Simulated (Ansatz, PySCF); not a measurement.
SnF₃Cl, SMILES [F][Sn]([F])([F])[Cl]. Atoms are numbered in the order given.

```xyz
5

F     -1.5442    -0.8916     0.9182
Sn     0.0000     0.0000     0.2162
F      1.5442    -0.8916     0.9182
F      0.0000     1.7831     0.9182
Cl     0.0000     0.0000    -2.0941
```
Charge 0, spin multiplicity 1.

The structure is a stationary point at B3LYP-D3(BJ)/def2-SVP. The def2 effective core potentials stand for the cores of Sn; spin–orbit coupling is left out.

Vertical ionisation energy (IE) and electron affinity (EA) in eV. Rows of orbital energies are one-electron estimates. Where ΔSCF, EOM or ADC give a negative EA the extra electron is unbound and the value depends on the basis.

```tsv
level	IE	EA
−ε(HOMO), −ε(LUMO), M06-2X/def2-TZVP (PySCF)	…	…
ΔSCF, PBE0/def2-SVPD (Ansatz), final states of multiplicity 2 and 2	13.30	2.03
```

### Question
Some entries are withheld; supply them. (The exact figures need the calculation; the answer reports its results.)

### Answer

- −ε(HOMO), −ε(LUMO), M06-2X/def2-TZVP (PySCF), IE: 12.05
- −ε(HOMO), −ε(LUMO), M06-2X/def2-TZVP (PySCF), EA: 2.77

### Question
What vertical singlet–triplet gap does ΔSCF give with PBE0/def2-SVPD (Ansatz, a quantum-chemistry and plane-wave program)? (Estimate from the structure and the level; the computed values follow.)

### Answer
5.15 eV (triplet above singlet where positive).
